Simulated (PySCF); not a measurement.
## Threshold energies of SiBr in a plasma

CCSD(T) in PySCF with def2-TZVPPD on every atom, for the lowest determinant that a PBE0 search found; no spin–orbit coupling.

```json
{"species": "SiBr", "state (unpaired electrons)": "doublet (π ↑)", "Re (Å)": "2.237", "ωe (cm⁻¹)": "421", "energy of the minimum from the neutral (eV)": "0.00", "De (eV)": "3.71", "dissociates to": "Si + Br"}
{"species": "SiBr⁺", "state (unpaired electrons)": "singlet (closed shell)", "Re (Å)": "2.111", "ωe (cm⁻¹)": "536", "energy of the minimum from the neutral (eV)": "7.20", "De (eV)": "4.62", "dissociates to": "Si⁺ + Br"}
{"species": "SiBr⁻", "state (unpaired electrons)": "triplet (π ↑↑)", "Re (Å)": "2.448", "ωe (cm⁻¹)": "278", "energy of the minimum from the neutral (eV)": "-1.32", "De (eV)": "1.68", "dissociates to": "Si + Br⁻"}
```

Work out the lowest energy to break SiBr into atoms, from its vibrational ground state.

D0 = De − ωe/2 = 3.71 − 0.03 = 3.68 eV (CCSD(T)/def2-TZVPPD).

Work out the ionisation energy of the Si atom at this level and the threshold of dissociative ionisation.

IE(Si) = 7.20 + 4.62 − 3.71 = 8.11 eV, so Si⁺ + Br + e⁻ appears at D0 + IE(Si) = 11.79 eV (CCSD(T)/def2-TZVPPD). The measured IE(Si) is 8.152 eV (NIST ASD).

Work out the electron affinity of the Br atom and the threshold of dissociative attachment.

EA(Br) = 3.71 − 1.68 − (-1.32) = 3.35 eV, so Si + Br⁻ needs D0 − EA(Br) = 0.33 eV (CCSD(T)/def2-TZVPPD). The measured EA(Br) is 3.364 eV.

At which energy does ion-pair formation open?

Si⁺ + Br⁻ lies at D0 + IE(Si) − EA(Br) = 8.44 eV (CCSD(T)/def2-TZVPPD).

These are thermodynamic thresholds; the onsets seen under electron impact lie higher where the geometry changes, and cross-sections peak well above them.

Correlated steps freeze 14 core orbitals. Spin–orbit coupling is left out. For an ion De counts to the pair picked by the measured ionisation energies or electron affinities, which need not be the lowest pair at this level. Where the molecule has an RHF reference, its open-shell atoms are computed with UHF. States were picked by a PBE0 search and need not be the measured ground states.
